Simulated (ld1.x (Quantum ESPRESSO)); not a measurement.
Results of a calculation; reference values are marked as such.
## Potentials for O compared

Generated with ld1.x 7.5 (TM, RRKJ, ultrasoft, PAW), atompaw 4.2 or ONCVPSP 4.0.1. The cutoff is in Ry: for ld1.x and atompaw files where the sum of valence levels is converged to 10 mRy in a Bessel basis, for ONCV files where the hardest occupied wave has 1 mHa per electron of residual kinetic energy. The error is the largest all-electron minus pseudo excitation energy over each file’s own four to seven test configurations (ionisations up to +4, promotions, holes and added fractions of an electron), all of which were solved. The labels leave out finer settings (local radius, basis sizes, second energies), which also bear on the numbers. Spin-polarised tests are not counted. The rows are a selection from randomly drawn settings: files with unsolved tests, undetermined cutoffs or missed reference levels are left out.

```tsv
potential	cutoff (Ry)	largest error (meV)	bound ghosts
TM, Wu–Cohen, non-relativistic, rc 0.95/0.95 (sp), local s, core correction yes, reference 2s1.75 2p4.25	120	+688	none
PAW, PBE, non-relativistic, rc 0.85/1.30 (sp), local smoothed, core correction yes, reference 2s2 2p4	45	-15	none
PAW, LDA (PZ), scalar-relativistic, rc 1.05/2.25 (sp), local smoothed, core correction yes, reference 2s1.75 2p4.25	21	+6.8	none
TM semilocal, Wu–Cohen, scalar-relativistic, rc 0.65/1.90 (sp), local s, core correction yes, reference 2s2 2p4	140	+5178	none
TM, PBE, scalar-relativistic, rc 0.60/1.40/1.25 (spd), local smoothed, core correction yes, reference 2s2 2p4	180	+1930	none
RRKJ, LDA (PZ), non-relativistic, rc 0.80/1.45/1.35 (spd), local d, core correction no, reference 2s1 2p5	100	+3258	none
TM, PBE, scalar-relativistic, rc 0.75/1.50 (sp), local smoothed, core correction no, reference 2s2 2p4	80	+1990	none
RRKJ, BLYP, scalar-relativistic, rc 0.90/1.30 (sp), local smoothed, core correction no, reference 2s2 2p3	100	+1432	none
```

Task: Fill in the row for O: PAW, PBEsol, non-relativistic, rc 0.70/1.55 (sp), local smoothed, core correction yes, reference 2s1 2p5.

Result: cutoff 60 Ry, largest error +202 meV, bound ghosts: none.
